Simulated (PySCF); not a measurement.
Vertical excitations of a molecule C₄H₆ClF from PySCF with TDA-PBE0/def2-SVPD, as energy in eV (oscillator strength): 6.58 (0.006), 6.96 (0.001), 7.22 (0.010), 7.32 (0.005), 7.33 (0.005), 7.60 (0.122), 7.66 (0.016), 7.85 (0.018), 7.99 (0.165), 8.13 (0.043). Lowest triplet (TDA): 4.28 eV. Geometry optimised at r2SCAN-D4/def2-SVP. One conformer was computed; it need not be the lowest.

Which structure fits?
A. F[C@H](Cl)C1CC1
B. C[C@@H]1[C@H](F)[C@@H]1Cl
C. CC/C(Cl)=C\F
D. F/C=C/CCCl

D, F/C=C/CCCl
